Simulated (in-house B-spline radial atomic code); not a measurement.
Values are calculated unless marked as measured or tabulated.
**Softness against transferability: the 2s channel of F**

F, [He] 2s2 2p5, non-relativistic LDA (VWN5), spherical and spin-unpolarised, from a B-spline radial code for spherical atoms (atomic units). The all-electron 2s level is ε = -1.086859 hartree, its outermost node lies just inside 0.25 bohr and its outer maximum at 0.77 bohr.

Troullier-Martins pseudo-orbitals are made for several radii. The cutoffs (hartree) are the plane-wave energies beyond which the orbital holds less than the named kinetic energy per electron. The phase error is the difference, pseudo minus all-electron, of arctan(R P'/P) at R = 1.38 bohr for all radii, half a hartree below and above the level.

| r_c (bohr) | V_l(0) (hartree) | cutoff for 10 mEh | for 1 mEh | for 0.1 mEh | phase error at ε − 0.5 (mrad) | at ε + 0.5 (mrad) |
| --- | --- | --- | --- | --- | --- | --- |
| 0.58 | 3.49 | 38 | 112 | 232 | -0.6 | -0.2 |
| 0.67 | 7.56 | 38 | 99.1 | 137 | -0.5 | -0.2 |
| 0.77 | 5.04 | 34.9 | 90.9 | 125 | -0.7 | -0.2 |
| 0.87 | 2.18 | 30.1 | 74.9 | 103 | -1.1 | -0.4 |
| 0.97 | 0.13 | 25.1 | 58.8 | 83.5 | -2.1 | -0.7 |
| 1.08 | -1.30 | 19.7 | 32 | 66.8 | -3.7 | -1.3 |

**Question.** Which radius needs the lowest cutoff for 0.1 mEh while both phase errors stay within 1.2 mrad?

**Answer.** The radii within that limit are 0.58, 0.67, 0.77, 0.87 bohr; of these r_c = 0.87 needs the least, 103 hartree, that is 206 Ry or 2803 eV.

**Question.** What does the larger radius buy, and what does it cost?

**Answer.** From r_c = 0.58 to 1.08 bohr the cutoff for 1 mEh goes from 112 to 32 hartree, a factor of 3.50, against 3.47 for a pure 1/r_c² scaling, end to end; step by step it is 112, 99.1, 90.9, 74.9, 58.8, 32, and for 0.1 mEh 232, 137, 125, 103, 83.5, 66.8; the number of plane waves goes as the cutoff to the power 3/2, here a factor of 6.5. The larger of the two phase errors is least at r_c = 0.67 bohr, 0.5 mrad; it is 0.6 at the smallest radius and 3.7 at the largest. These errors test the reference atom alone. Large radii also let the cores of neighbours overlap, which an atom doesn't show.
